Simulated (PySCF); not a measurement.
# Simulated absorption spectrum

Compound: CH6AsB.
SMILES: `BC[AsH2]`

Computed, not measured: PySCF 2.14.0, density-fitted response routines, TDDFT wB97X-D/def2-SVPD, vertical, gas phase, core orbitals frozen in the response. The structure is a single PBE0-D3(BJ)/def2-SVP conformer in the gas phase; no vibrational or solvent corrections. Relativistic effects, spin–orbit coupling among them, are left out although an element past zinc is present. Torsions of this conformer, `[BH2:1][CH2:2][AsH2:3]`: H–As3–C2–B1 -48°, H–As3–C2–B1 45°.

Each state is given a Gaussian of 0.5 eV full width at half maximum, with ε(max) = 2.175×10⁸ f / Δν̃ (Δν̃ the width in cm⁻¹). The width is an assumption, not a result. The curve ends short of the highest state used, and states not computed would add to its high-energy end.

```tsv
E (eV)	ε (L mol⁻¹ cm⁻¹)
5.32	30
5.38	79
5.44	190
5.50	423
5.56	867
5.62	1644
5.69	3134
5.75	4996
5.81	7355
5.87	9998
5.93	12550
5.99	14553
6.05	15596
6.11	15463
6.17	14215
6.23	12176
6.29	9816
6.35	7605
6.42	5653
6.48	4667
6.54	4263
6.60	4282
6.66	4544
6.72	4899
6.78	5255
6.84	5566
6.90	5802
6.96	5923
7.02	5878
7.08	5618
7.14	5131
7.21	4327
7.27	3531
7.33	2741
7.39	2041
7.45	1482
7.51	1086
7.57	859
7.63	817
7.69	991
7.75	1433
7.81	2189
7.87	3269
7.94	4856
```

Q: Locate the maxima and give the states behind the curve.

A: 204 nm (6.07 eV), ε about 16000, made up of S1 (99%); 178 nm (6.98 eV), ε about 5900, made up of S3 (26%), S4 (52%) and S5 (22%) (ε in L mol⁻¹ cm⁻¹; maxima over ε = 5, shares over 10%). At its high-energy end, 7.94 eV, the curve is still rising (ε about 4900, from S7). The states used: S1 6.07 eV (f 0.289); S2 6.44 eV (f 0.0046); S3 6.71 eV (f 0.063); S4 7.04 eV (f 0.060); S5 7.13 eV (f 0.031); S6 7.47 eV (f 0.0073); S7 8.17 eV (f 0.153); S8 8.27 eV (f 0.0046); S9 8.49 eV (f 0.0034); S10 8.54 eV (f 0.031).

Q: What would ε be at 6.07 eV, the highest of these maxima, with half the width (0.25 eV)?

A: About 31200 L mol⁻¹ cm⁻¹ against 15700, a factor of about 1.99; a lone state at its own centre would give exactly 2.

Q: Coming from long wavelengths, where does ε first pass 100 L mol⁻¹ cm⁻¹?

A: At about 230 nm (5.40 eV), 0.67 eV below S1.

Q: On this curve, what absorbance would a 10⁻³ mol/L sample give at 222 nm over a 1 cm path?

A: 222 nm is 5.585 eV, where ε is about 1100 L mol⁻¹ cm⁻¹, so A = ε c l ≈ 1.1 (Beer–Lambert, with the gas-phase spectrum and the assumed width).

The vertical ionisation energy (ΔSCF) is 9.79 eV, 1.25 eV above S10.
